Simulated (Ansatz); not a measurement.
Consider the cleavage of the Si–P bond: `O[SiH2][SiH2]P` + H₂Se → `O[SiH2][SiH2][SeH]` + PH₃.

Calculated with Ansatz (gas phase, PBE0-D4/def2-TZVP geometries, no zero-point term in ΔE). CCSD(T)/CBS adds triple-zeta CCSD(T) − MP2 to the extrapolated MP2 energy (def2 sets, frozen cores). This one scheme is used for every species. DFT in def2-TZVPP. B3LYP here is the variant with VWN-RPA as its local correlation; programs differ in this. For Se outer-core shells are correlated without core-valence functions, which leaves a few kJ/mol of doubt a bond. Scalar relativity is left out up to krypton. One conformer a species, not always the lowest.

(1) Is it downhill or uphill in electronic energy at CCSD(T)/CBS, and by how much? (Estimate.)

(2) What do these levels give: PBE0-D4, B3LYP-D4, ωB97X-V, B2PLYP, PBE0, CCSD/def2-TZVPP, CCSD(T)/def2-TZVPP, HF/def2-QZVPP, MP2/def2-QZVPP, SCS-MP2/def2-QZVPP, MP2/CBS(def2), CCSD/CBS(def2)? (An estimate is asked.)

Largest T1 diagnostic among the species: 0.013.

## Answers

(1) The calculation gave: Downhill: ΔE = -43.5 kJ/mol.

(2) Ansatz gave: PBE0-D4 -39.9, B3LYP-D4 -41.9, ωB97X-V -40.9, B2PLYP -42.5, PBE0 -39.6, CCSD/def2-TZVPP -41.3, CCSD(T)/def2-TZVPP -41.2, HF/def2-QZVPP -44.1, MP2/def2-QZVPP -46.4, SCS-MP2/def2-QZVPP -45.5, MP2/CBS(def2) -47.6, CCSD/CBS(def2) -43.6 kJ/mol.
